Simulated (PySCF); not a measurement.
An unknown is described by computed data only.

Formula: C7H14.

- Rotational structure: rotational constants A, B, C: 4.226, 2.194, 1.595 GHz [PBE0-D3(BJ)/def2-SVP]
- Triplet: lowest triplet excitation (Tamm–Dancoff): 7.59 eV [TDA B3LYP/def2-SVPD]
- 13C NMR: chemical shifts (computed TMS as zero) by class: 39.1 (2 C), 37.2 (1 C), 30.9 (2 C), 30.3 (1 C), 25.1 (1 C) ppm [GIAO KT2/pcSseg-1]
- UV, first state: lowest singlet excitation: 7.75 eV (160 nm, f = 0.002) [TDDFT B3LYP/def2-SVPD]
- XPS: C1s 290.2 (×2), C1s 290.3, C1s 290.3 (×2), C1s 290.3, C1s 290.3 eV [ΔSCF SCAN, pcX-2 on the ionised atom, pcseg-1 elsewhere, spin-free X2C]
- UV, strongest line: among the 10 lowest singlet transitions: S4 at 8.22 eV (151 nm, f = 0.037) [TDDFT B3LYP/def2-SVPD]
- Valence photoelectron: vertical ionisation energy: 10.07 eV [ΔSCF B3LYP/def2-SVPD]

Electronic properties: PySCF, gas phase, density fitting. Levels stand in brackets. Geometry: PBE0-D3(BJ)/def2-SVP, one conformer, isolated molecule. NMR classes are plain means over equivalent atoms (diastereotopic ones count apart unless rotation or inversion swaps them), as if these changed places fast.

Task: Propose a structure and show how it fits.

Result: Numbering: `[CH3:1][CH:2]1[CH2:3][CH2:4][CH2:5][CH2:6][CH2:7]1`. Its formula, C7H14, gives 1 degree of unsaturation: 1 ring and 0 π bonds in the structure found. 7 carbons fall into 5 classes; from least to most shielded: ring CH2 carbon [C3/C7] (39.1 ppm, 2 C), sp3 CH carbon [C2] (37.2 ppm), ring CH2 carbon [C4/C6] (30.9 ppm, 2 C), ring CH2 carbon [C5] (30.3 ppm), methyl carbon [C1] (25.1 ppm). The core levels belong to: C1s 290.2 eV, ring CH2 carbon [C3/C7]; C1s 290.3 eV, sp3 CH carbon [C2]; C1s 290.3 eV, ring CH2 carbon [C4/C6]; C1s 290.3 eV, ring CH2 carbon [C5]; C1s 290.3 eV, methyl carbon [C1]. The optimised geometry has point group Cs and is an asymmetric top. Structure: methylcyclohexane, `CC1CCCCC1`. Computed isomers that give other values at the same levels: `CC(C)(C)C1CC1` (rotational constant A: 3.723 GHz; this holds for the one conformer computed); `C1CCCCCC1` (core binding energies: C1s 290.2 (×7) eV); `CCCC1CCC1` (rotational constant A: 7.408 GHz; this holds for the one conformer computed). The assignments are read from this structure; whether some other isomer fits the data as well wasn't checked.
